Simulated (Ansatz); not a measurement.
CuF (`[F][Cu]`). Total charge 0; spin multiplicity 1. Geometry: relaxed with PBE0-D4/def2-TZVP.

```xyz
2

F     0.711    0.441    0.279
Cu   -0.711   -0.441   -0.279
```

(1) What is the dipole moment at ωB97M-V/def2-TZVPP? (Estimate.)

(2) And with PBE, r2SCAN, B3LYP? (An estimate is asked.)

(3) Give the Mulliken charges with ωB97M-V, r2SCAN, PBE in def2-TZVPP. (An estimate is asked.)

Answers

(1) The calculation gave: 5.39 D, with components (-4.34, -2.70, -1.70) D in this frame, pointing from negative to positive charge.

(2) Ansatz gave: PBE 4.58 D, r2SCAN 4.90 D, B3LYP 5.10 D.

(3) Computed: 
```tsv
atom	ωB97M-V	r2SCAN	PBE
F1	-0.55	-0.52	-0.47
Cu2	0.55	0.52	0.47
```

B3LYP here is the variant with VWN-RPA as its local correlation; programs differ in this.
